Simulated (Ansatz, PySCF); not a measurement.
C5H4O2, SMILES C=C=C1OC=CO1. Atoms are numbered in the order given.

```xyz
11

C      0.0000     0.0000     2.8995
C      0.0000     0.0000     1.5884
C      0.0000     0.0000     0.2717
O      0.0000     1.1265    -0.5301
C      0.0000     0.6681    -1.8325
C      0.0000    -0.6681    -1.8325
O      0.0000    -1.1265    -0.5301
H      0.9312     0.0000     3.4848
H     -0.9312     0.0000     3.4848
H      0.0000     1.4154    -2.6183
H      0.0000    -1.4155    -2.6183
```

Coordinates come from a TPSSh-D3(BJ)/def2-SVP optimisation. The structure was generated by enumeration, and PubChem lists no compound with its InChIKey, so it may never have been made.

Two levels are set side by side: PBE-D3(BJ)/def2-SVP (Ansatz, an electronic-structure program) and TPSSh-D3(BJ)/def2-SVP (PySCF). Each level has its own optimised geometry; the coordinates shown are those of the second. Frequencies come from the Hessian of PySCF at each geometry. Differences are taken from unrounded values.

| quantity | TPSSh-D3(BJ) |
|---|---|
| mean bond length (Å) | 1.260 |
| bond C1–C2 (Å) | 1.311 |
| bond C2–C3 (Å) | 1.317 |
| bond C3–O4 (Å) | 1.383 |
| bond C3–O7 (Å) | 1.383 |
| bond O4–C5 (Å) | 1.381 |
| bond C5–C6 (Å) | 1.336 |
| bond C6–O7 (Å) | 1.381 |
| bond C1–H8 (Å) | 1.100 |
| bond C1–H9 (Å) | 1.100 |
| bond C5–H10 (Å) | 1.084 |
| bond C6–H11 (Å) | 1.084 |
| highest harmonic wavenumber (cm⁻¹) | 3321 |
| mean harmonic wavenumber (cm⁻¹) | 1254 |
| zero-point energy (kcal/mol) | 48.40 |

What does PBE-D3(BJ) give, and how far is it from TPSSh-D3(BJ)? (An estimate is asked for; the answer gives what the named calculation found.)


```tsv
quantity	PBE-D3(BJ)	PBE-D3(BJ) minus TPSSh-D3(BJ)
mean bond length (Å)	1.267	0.007
bond C1–C2 (Å)	1.316	0.005
bond C2–C3 (Å)	1.325	0.008
bond C3–O4 (Å)	1.389	0.006
bond C3–O7 (Å)	1.389	0.006
bond O4–C5 (Å)	1.383	0.002
bond C5–C6 (Å)	1.345	0.009
bond C6–O7 (Å)	1.383	0.002
bond C1–H8 (Å)	1.109	0.009
bond C1–H9 (Å)	1.109	0.009
bond C5–H10 (Å)	1.093	0.009
bond C6–H11 (Å)	1.093	0.009
highest harmonic wavenumber (cm⁻¹)	3247	-74
mean harmonic wavenumber (cm⁻¹)	1218	-36
zero-point energy (kcal/mol)	47.03	-1.37
```

Exact exchange shortens and stiffens bonds; PBE has none. Differences between two approximate levels are no errors against the true value.
